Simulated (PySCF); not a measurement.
Zr³⁺ (zirconium, charge +3): r2SCAN calculation

Configuration: [Kr] 4d1, 2D determinant. Computed with PySCF 2.14 in x2c-QZVPPall (13s8p7d3f2g, 111 functions), with scalar relativity by spin-free X2C-1e.

```
Total energy                                                  : -3596.69 hartree
One-electron energy                                           : -4925.84 hartree
Hartree (Coulomb) energy                                      : 1443.45 hartree
Exchange-correlation energy                                   : -114.30 hartree
⟨S²⟩                                                          : 0.7514
⟨L²⟩                                                          : 6.014
Sum of ⟨r⟩                                                    : 21.74 bohr
Sum of ⟨r²⟩                                                   : 24.14 bohr²
Traceless quadrupole moment −½Σ⟨3z² − r²⟩ along its main axis : 1.07 e·bohr²
Langevin diamagnetic susceptibility                           : -19.1 ×10⁻⁶ cm³/mol
Time after the integrals                                      : roughly 7 core-seconds
```

```tsv
shell	electrons	mean orbital energy (eV)	spread (eV)	rms radius, mean of both spins (bohr)
1s β	1	-17868.7	0	0.0426
1s α	1	-17868.7	0	0.0426
2s α	1	-2511.9	0	0.176
2s β	1	-2511.8	0	0.176
2p α	3	-2241.1	0.093	0.156
2p β	3	-2241.0	0.210	0.156
3s α	1	-440.08	0	0.490
3s β	1	-440.03	0	0.490
3p α	3	-350.84	0.339	0.498
3p β	3	-350.77	0.415	0.498
3d α	5	-204.77	0.379	0.497
3d β	5	-204.64	0.513	0.497
4s α	1	-83.253	0	1.28
4s β	1	-82.627	0	1.28
4p α	3	-60.265	0.284	1.43
4p β	3	-59.483	1.177	1.43
4d α	1	-29.148	0	1.98
```

Densities and radii are taken from the X2C orbitals without a picture-change correction, which distorts them close to the nucleus.
